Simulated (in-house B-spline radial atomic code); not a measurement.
The numbers below are computed, except where a source is named.
I in electron gases of falling density

A nucleus sits in a uniform electron gas with a rigid positive background. The Kohn-Sham equations are solved self-consistently in the spin-unpolarised LDA (PW92), non-relativistic, on B-splines with outgoing waves at the boundary and partial waves to l = 8. The model has no lattice, no bands and no magnetic solution. Atomic units; δ_l are the phase shifts at the Fermi level, counted so that each bound state adds π, and good to about 0.0005.

```
r_s (bohr)     k_F   δ0/π   δ1/π   δ2/π  shallowest bound level (hartree)  σ_tr (bohr²)  Q (a.u.)
       1.5  1.2794  4.099  3.332  2.214                          s -0.194         11.62     1.051
      1.65  1.1631  4.173  3.396  2.234                          s -0.234         15.63     0.966
       1.8  1.0662  4.236  3.450  2.241                          s -0.264         22.30     0.973
         2  0.9596  4.307  3.510  2.237                        p -0.00795         33.61     0.962
      2.07  0.9271  4.330  3.529  2.234                         p -0.0132         37.96     0.947
       2.2  0.8723  4.369  3.562  2.224                         p -0.0226         46.27     0.905
       2.4  0.7996  4.422  3.607  2.206                         p -0.0363         58.73     0.811
      2.67  0.7188  4.485  3.661  2.179                         p -0.0523         72.57     0.654
         3  0.6397  4.550  3.716  2.145                         p -0.0677         81.67     0.462
       3.3  0.5816  4.598  3.757  2.117                         p -0.0775         82.26     0.318
       3.6  0.5331  4.638  3.791  2.093                         p -0.0838         77.74     0.212
         4  0.4798  4.678  3.826  2.066                          p -0.088         68.65     0.123
```

Q = n k_F σ_tr, with n = 3/(4π r_s³).

Question: How does the screening charge move between partial waves as the gas thins?

Answer: By (2/π)(2l + 1) δ_l, at r_s = 1.5 it is s 8.20, p 19.99, d 22.14, f and beyond 2.67, and at r_s = 4 s 9.36, p 22.95, d 20.66, f and beyond 0.03. The free atom is [Kr] 4d10 5s2 5p5.

Question: What end-to-end powers of r_s do the first and last rows give for σ_tr and Q?

Answer: σ_tr goes as r_s^+1.81 and Q as r_s^-2.19. Since n k_F/k_F² goes as r_s⁻², Q = 4π n Σ/k_F would fall as r_s⁻² at fixed phase shifts; the sum Σ (l + 1) sin²(δ_l − δ_(l+1)) is 1.513 in the first row and 1.258 in the last, and ranges from 1.26 to 2.99 between them, so these powers are no law.
